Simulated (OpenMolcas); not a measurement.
Ta3+ with 4 ligands (bromide) in tetrahedral coordination (Td). A charge of +0.25 e stands 3.2 Å behind each ligand. Ligand basis ANO-RCC-VDZP.

- Program: OpenMolcas
- Method: CASSCF
- Basis: ANO-RCC-VDZP [7s6p4d2f1g]
- Scalar Hamiltonian: DKH2, point nucleus
- Active space: 2 electrons in 5 orbitals (5d)
- State averaging: 2S+1 = 3 even, 10 roots; 2S+1 = 1 even, 15 roots
- Spin-orbit coupling: state interaction with AMFI integrals over the reference wave functions

All ligands move together. At R = 2.5 Å the first state of the same spin is 6916 cm-1, and at R = 2.6 Å it is 6247 cm-1.

**Question.** A third run gives 7784 cm-1. What distance was it run at?

**Answer.** With a power law R^-n the two known points give n = -ln(6247 / 6916) / ln(2.6 / 2.5) = 2.59. Then R = 2.5 × (6916 / 7784)^(1/2.59) = 2.388 Å. The run was at 2.37 Å, so the estimate is off by +0.018 Å.

Without dynamic correlation the repulsion within the d shell is too large (B by tens of per cent), so at a given field states of lower spin stand too high. With metal d orbitals alone the field can be off either way by tens of per cent. Ligand-to-metal charge-transfer states are missing. With no ligand orbital active B as a rule stays too high, so bands that hang on it stand too high and its fall with covalency is understated. The least metal-like active orbital is 67 % on the metal (Löwdin) and no ligand orbital is active, so the numbers are rough (holds for R = 2.37). The least metal-like active orbital is 74 % on the metal (Löwdin) and no ligand orbital is active, so the numbers are rough (holds for R = 2.5). The least metal-like active orbital is 78 % on the metal (Löwdin) and no ligand orbital is active, so the numbers are rough (holds for R = 2.6). No measured value stands beside these numbers; the geometry was imposed, not optimised, and the real ion may take another.
